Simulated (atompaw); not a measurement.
# Ce: PAW (atompaw) pseudisation with PBE, scalar-relativistic reference atom.

Ce, PAW, made with atompaw 4.2.0.5 (PBE, scalar-relativistic). Core [Kr] 4d10 5s2, reference 4f1 5p6 5d1 6s1 6p0 (charge +1). Waves: 6s (bound): rc 3.00 bohr; 6s channel at 0.75 Ry: rc 3.00 bohr; 5p (bound): rc 3.00 bohr; 6p (bound, empty): rc 3.00 bohr; 5d (bound): rc 3.00 bohr; 5d channel at 0.3 Ry: rc 3.00 bohr; 4f (bound): rc 1.40 bohr; 4f channel at 0.35 Ry: rc 1.40 bohr. Local part: troulliermartins scheme with l = 4 at 0 Ry, radius 2.05 bohr. Core correction: smooth core density matched at 2.65 bohr. Augmentation charge: sinc compensation charge, radius 2.20 bohr; PAW radius 3.00 bohr; waves and projectors: custom rrkj vanderbiltortho.

All-electron outer shells of the reference configuration (PBE, scalar-relativistic, ld1.x):

```
shell  level (eV)  outermost node (bohr)  outermost maximum (bohr)
   4d     -116.41                   0.31                      0.66
   5s      -46.49                   0.75                      1.37
   5p      -29.11                   0.81                      1.55
   4f      -11.28                      –                      0.71
   5d       -8.56                   0.92                      2.12
   6s       -8.49                   1.81                      3.54
   6p       -5.46                   2.12                      4.38
```

**Question.** Does the generator finish with these settings?

**Answer.** No. atompaw 4.2.0.5 stopped with "atompaw: The overlap operator has at least one negative eigenvalue!": the overlap operator built from these waves and projectors is not positive definite.
